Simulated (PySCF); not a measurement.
**Vibration and rotation of AgS**

PBE0 constants of AgS, ²Π (doublet), unpaired electrons π ↑ (PySCF, scalar-relativistic core potentials, basis sets Ag cc-pVDZ-PP with ECP28, S cc-pV(D+d)Z; masses 106.9051 and 31.9721 u):

```
ωe                      : 334.4 cm⁻¹
ωexe                    : 1.3 cm⁻¹
Be                      : 0.13046 cm⁻¹
αe                      : 0.000721 cm⁻¹
D (centrifugal)         : 7.94e-08 cm⁻¹
De to Ag (4d10 5s1) + S : 2.24 eV
```

Question: Give the vibrational terms G(v) and spacings up to v = 6.

Answer: G(v) = ωe(v+½) − ωexe(v+½)².

```
v  G(v) (cm⁻¹)  G(v) − G(v−1)  Bv (cm⁻¹)
0        166.9                    0.1301
1        498.7          331.8     0.1294
2        827.9          329.2     0.1287
3       1154.5          326.6     0.1279
4       1478.5          324.0     0.1272
5       1799.9          321.4     0.1265
6       2118.7          318.8     0.1258
```

Question: How well does the Morse estimate ωe²/(4ωexe) reproduce De, and what is D0?

Answer: It gives 2.67 eV, 119 % of the computed De. D0 = De − G(0) = 2.24 − 0.02 = 2.22 eV.

Spin–orbit coupling is left out, which matters for elements this heavy, above all for dissociation energies. With d or f electrons several states lie close, and the lowest PBE0 determinant need not be the measured ground state.
